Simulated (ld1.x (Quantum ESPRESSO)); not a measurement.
Building the ultrasoft potential for P (LDA (PZ), non-relativistic).

phosphorus, ultrasoft, made with ld1.x (Quantum ESPRESSO) 7.5 (LDA (PZ), non-relativistic). Core [Ne], reference 3s1.5 3p3.5. Waves: 3s (bound): rcut 1.75, rcutus 1.95 bohr; 3s channel at 1.5 Ry: rcut 1.75, rcutus 1.95 bohr; 3p (bound): rcut 1.35, rcutus 1.85 bohr; 3p channel at 1.4 Ry: rcut 1.35, rcutus 1.85 bohr; 3d channel at 0.4 Ry: rcut 1.45, rcutus 1.80 bohr; 3d channel at 1.25 Ry: rcut 1.45, rcutus 1.80 bohr. Local part: all-electron potential smoothed inside 1.85 bohr (lloc = -1). Core correction: none. Augmentation charge: PSQ, radius 1.05 bohr.

- Cutoffs needed: 15 Ry and 21 Ry (the cutoffs (Ry, on a coarse ladder) from which the occupation-weighted sum of valence levels, in a spherical-Bessel basis at the reference potential, stays within 10 and 1 mRy of its value at 400 Ry)
- Ghost test: no extra level below or beside the all-electron valence levels (s, p, d, f tested) (spherical-Bessel basis up to 400 Ry, 20 bohr box)
- Largest excitation error: +332 meV (all-electron minus pseudo) for 3s1 3p0, out of 7 test configurations
- Lowest eigenvalue of the overlap operator: 0.44 (s channel)
- Density cutoff estimated by the generator: 347 Ry
